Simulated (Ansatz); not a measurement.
```xyz
8

N     0.9414   -0.1158    1.1473
Nb   -0.2010   -0.2797   -0.4175
O    -1.4302    1.1412   -0.4381
S     1.1048   -0.2266   -2.1073
Cl   -1.3525   -2.2716   -0.3374
H     0.5735    0.0562    2.0743
H     1.9499   -0.1412    1.1577
H    -1.5859    1.8376   -1.0790
```

Total charge 0; spin multiplicity 1. Nb: def2 effective core potential.

Q: List the CAM-B3LYP/def2-TZVPP orbital energies in eV (Ansatz). (Estimate.)

A: Computed: Occupied: -2764.10, -2419.21, -523.34, -391.87, -258.88, -217.29, -197.88, -197.82, -197.81, -161.79, -161.77, -161.76, -68.25, -42.73, -42.53, -42.50, -29.38, -25.43, -23.96, -20.07, -16.36, -15.94, -13.52, -12.57, -12.33, -11.89, -11.17, -10.76, -10.04, -9.81, -9.19, -9.02. Lowest empty: -1.07, -0.78, -0.12, 0.27, 0.45, 0.58, 1.20, 1.60.
